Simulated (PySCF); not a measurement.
## Dipole moment and polarisability of `C#CC[C@@H](C)CC`

Compound: C7H12.
Structure used (PBE0-D3(BJ)/def2-SVP), in Å, numbered top down from 1:
```xyz
19
C7H12 angstrom
C      2.5937    1.0806    0.9964
C      1.9133    0.5108    0.1714
C      1.0771   -0.1724   -0.8081
C     -0.2363   -0.7320   -0.2284
C      0.0389   -1.8536    0.7649
C     -1.1140    0.3531    0.3974
C     -1.5000    1.4876   -0.5385
H      3.2048    1.5865    1.7202
H      1.6547   -0.9985   -1.2570
H      0.8574    0.5253   -1.6333
H     -0.7858   -1.1572   -1.0884
H     -0.9004   -2.2768    1.1524
H      0.6122   -2.6719    0.3020
H      0.6206   -1.4795    1.6225
H     -0.5924    0.7625    1.2802
H     -2.0271   -0.1320    0.7824
H     -1.9819    1.1090   -1.4548
H     -2.2072    2.1767   -0.0531
H     -0.6258    2.0848   -0.8408
```

Level: PBE0/def2-SVPD (PySCF), static field, nuclei fixed, core orbitals frozen in the response. The polarisability tensor in these axes (au):

```
x   88.05  4.38  7.92
y    4.38 82.98  2.83
z    7.92  2.83 78.95
```

Task: What are the eigenvalues, a third of the trace, and Δα (Δα² = ½Σ(αi − αj)² over the three pairs)?

Result: Principal values 74.36, 80.72 and 94.91 au; mean 83.33 au = 12.35 Å³ = 13.74 × 10⁻⁴⁰ C²·m²/J; Δα = 18.22 au (22 % of the mean).

Task: What is the dipole moment, and where does it point?

Result: (-0.57, -0.33, -0.34) D, 0.74 D in size, pointing from the negative to the positive side. Measured along this direction, the outermost atoms are H8 at the negative end and H17 and H11 at the positive end.

Task: Traceless (Buckingham) quadrupole moment about the centre of nuclear charge: eigenvalues?

Result: -2.74, -2.12, 4.86 D·Å. The values depend on the origin, since the dipole doesn't vanish. The electronic extent ⟨r²⟩ about the same centre is 911 bohr², a root-mean-square distance of 2.17 Å for the 54 electrons.

Task: In a dilute gas of rigid molecules at 250 K, how does the orientational term μ²/3kT compare with the electronic polarisability?

Result: In Gaussian units μ²/3kT = 5.35 Å³ against 12.35 Å³, a ratio of 0.43; the Debye molar polarisation (4π/3)N_A(α + μ²/3kT) is 44.7 cm³/mol, leaving out the vibrational part.

Task: Find the Langevin capture rate constant for NO+ (29.998 u) meeting this molecule (96.094 u), k = 2.342 × 10⁻⁹ cm³/s × √(α in Å³ / reduced mass in u).

Result: The reduced mass is 22.86 u, so k = 1.72 × 10⁻⁹ cm³/s. The formula leaves out the permanent dipole, which adds to the capture rate.

Task: Along which axes do the principal values lie, and how far do the nuclei extend along each?

Result: Largest value along (0.79, 0.40, 0.46), where the nuclei span 5.76 Å; middle along (-0.36, 0.92, -0.17), 5.53 Å; least along (-0.49, -0.04, 0.87), 3.55 Å. The response follows the extents in order.

Task: What would n − 1 = 2πNα be for an ideal gas of these molecules at 273.15 K and 1 atm, electronic part alone?

Result: N = p/kT = 2.6868 × 10¹⁹ cm⁻³, so n − 1 = 2π × N × 12.35 × 10⁻²⁴ cm³ = 2085 × 10⁻⁶ at long wavelengths, for an ideal gas.

Geometry: PBE0-D3(BJ)/def2-SVP, one conformer, isolated molecule.
